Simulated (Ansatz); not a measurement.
Program: Ansatz. Geometries: PBE0-D4/def2-TZVP. ΔE: electronic, gas phase. CBS: MP2 limit from def2 TZ/QZ plus the TZ coupled-cluster correction, frozen cores. Functionals use def2-TZVPP. B3LYP here is the variant with VWN-RPA as its local correlation; programs differ in this. One conformer a species, not always the lowest.

Consider the ligand exchange at a B–C bond: `BCC=N` + `N[SiH]([SiH3])S` → `BN[SiH]([SiH3])S` + `CC=N`.

`BCC=N`:

Z-matrix (Å, degrees):
```
C
C 1 1.494
B 1 1.554 2 115.9
H 1 1.110 2 108.0 3 -109.9
H 1 1.094 2 112.1 3 133.9
N 2 1.263 1 127.7 3 -124.5
H 2 1.095 1 115.2 3 53.6
H 3 1.196 1 120.3 2 157.5
H 3 1.197 1 120.2 2 -26.4
H 6 1.023 2 110.8 1 -1.6
```

`N[SiH]([SiH3])S`:

Cartesian coordinates in Å:
```
N 0.186 0.616 -1.824
Si 0.644 0.288 -0.207
Si -1.252 -0.002 1.133
S 1.807 -1.530 -0.094
H -0.441 0.000 -2.316
H 0.835 1.060 -2.454
H 1.474 1.441 0.232
H -0.849 -0.549 2.458
H -2.168 -0.978 0.481
H -1.986 1.275 1.346
H 1.750 -1.621 1.246
```

`BN[SiH]([SiH3])S`:

```xyz
13

B     1.785    1.046    0.104
N     0.493    1.422   -0.274
Si   -0.950    0.448   -0.139
Si   -0.470   -1.563    0.950
S    -1.845    0.070   -2.047
H     1.956   -0.042    0.579
H     2.700    1.802   -0.050
H     0.381    2.337   -0.691
H    -2.015    1.231    0.543
H    -1.764   -2.274    1.132
H     0.419   -2.395    0.098
H     0.162   -1.358    2.280
H    -0.852   -0.724   -2.484
```

`CC=N`:

Cartesian coordinates in Å:
```
C 0.567 -0.549 -0.222
C -0.138 0.621 0.381
N -1.358 0.931 0.274
H 1.018 -1.165 0.563
H -0.111 -1.167 -0.812
H 1.387 -0.209 -0.862
H 0.486 1.286 0.988
H -1.851 0.252 -0.310
```

Problem. Is it downhill or uphill in electronic energy at CCSD(T)/CBS, and by how much? (Estimate.)

Solution. The calculation gave: Downhill: ΔE = -141.7 kJ/mol.

Problem. What do these levels give: PBE-D4, ωB97M-V, B2PLYP, r2SCAN, B3LYP, HF/def2-TZVPP, SCS-MP2/def2-TZVPP, CCSD(T)/def2-TZVPP, HF/def2-QZVPP, SCS-MP2/def2-QZVPP, MP2/CBS(def2), CCSD/CBS(def2)? (Best estimate.)

Solution. Ansatz gave: PBE-D4 -141.0, ωB97M-V -142.5, B2PLYP -142.9, r2SCAN -139.6, B3LYP -140.1, HF/def2-TZVPP -135.2, SCS-MP2/def2-TZVPP -144.6, CCSD(T)/def2-TZVPP -145.2, HF/def2-QZVPP -134.7, SCS-MP2/def2-QZVPP -142.4, MP2/CBS(def2) -142.0, CCSD/CBS(def2) -139.4 kJ/mol.

Largest T1 diagnostic among the species: 0.013.

In def2-TZVPP, CCSD(T) changes the Hartree–Fock value by −10.0 kJ/mol (the triples alone add −2.3 kJ/mol) and MP2 by −10.3 kJ/mol. The D4 term adds −3.8 kJ/mol with B3LYP and −2.2 kJ/mol with PBE0; it sums over pairs of atoms, weighted by their polarisabilities, and B3LYP, whose exchange is more repulsive, gets the larger term.
